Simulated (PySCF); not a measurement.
Compound: 1-adamantanecarbonyl fluoride, C11H15FO.
SMILES with atom numbers: `[O:1]=[C:2]([F:3])[C@:4]12[CH2:5][C@H:6]3[CH2:7][C@H:8]([CH2:9][C@H:10]([CH2:11]3)[CH2:12]1)[CH2:13]2` (hydrogens: H14, H15 on C5; H16 on C6; H17, H18 on C7; H19 on C8; H20, H21 on C9; H22 on C10; H23, H24 on C11; H25, H26 on C12; H27, H28 on C13)

The calculation used PySCF, PBE0-D3(BJ)/def2-SVP geometry optimisation, gas phase.

(1) List the bond lengths, angles and torsions at this level.

Answers

(1) 
```
                   bond  length (Å)
                  O1=C2       1.184
                  C2–F3       1.348
                  C2–C4       1.503
                  C4–C5       1.533
 C5–C6, C8–C13, C10–C12       1.530
 C6–C7 and 5 like bonds       1.531
         C4–C12, C4–C13       1.544
C5–H14 and 5 like bonds       1.102
C6–H16, C8–H19, C10–H22       1.102
C7–H17, C9–H21, C11–H24       1.103
C7–H18, C9–H20, C11–H23       1.103
```

Bonds in one row agree within 0.01 Å and their mean is given. A selection of angles:
```
    angle  degrees
 O1–C2–F3    119.9
 O1–C2–C4    128.7
 F3–C2–C4    111.4
 C2–C4–C5    110.1
C5–C4–C12    109.5
 C4–C5–C6    109.7
 C5–C6–C7    109.5
C7–C6–C11    109.5
 C6–C7–C8    109.5
```

Torsions: O1–C2–C4–C5 -4° (synperiplanar); C2–C4–C5–C6 179° (antiperiplanar); C4–C5–C6–C7 -60° (synclinal); C5–C6–C7–C8 60° (synclinal); C6–C7–C8–C9 60° (synclinal); C7–C8–C9–C10 -60° (synclinal); C8–C9–C10–C11 60° (synclinal); C9–C10–C11–C6 -60° (synclinal); C9–C10–C12–C4 61° (synclinal); C7–C8–C13–C4 60° (synclinal); C2–C4–C12–C10 180° (antiperiplanar); C2–C4–C13–C8 180° (antiperiplanar).

The 6-membered ring C4–C5–C6–C11–C10–C12 has internal angles of 109.5° to 109.7° (sum 657°, against 720° for a flat polygon); it is puckered, 0.25 Å rms from its mean plane, widest ring torsion 60°. Of the pairs four or more bonds apart, F3···H26 is among the closest relative to their van der Waals radii: 2.49 Å, 93 % of the sum of Bondi's values. All internal angles of the 6-membered ring C6–C7–C8–C9–C10–C11 are 109.5°; it is puckered, 0.25 Å rms from its mean plane, widest ring torsion 60°. The C–C distances run from 1.503 Å (C2–C4, drawn single) to 1.545 Å (C4–C13, drawn single), a spread of 0.042 Å. The 6-membered ring C4–C12–C10–C9–C8–C13 has internal angles of 108.7° to 109.5°; it is puckered, 0.26 Å rms from its mean plane, widest ring torsion 61°. The 6-membered ring C4–C5–C6–C7–C8–C13 has internal angles of 109.3° to 109.7°; it is puckered, 0.25 Å rms from its mean plane, widest ring torsion 60°.

Point group: near Cs, missed by 0.18 Å at most; the miss may be what the optimiser left on a soft mode. PBE0-D3(BJ)/def2-SVP frequencies: not computed here. The numbers are those of one conformer.

On Arm Neoverse V1, one thread, no GPU, shared host with 32 logical CPUs at a one-minute load of 19, this took 8.5 min wall and 1.9 GiB of memory at its peak. This is the geometry optimisation.
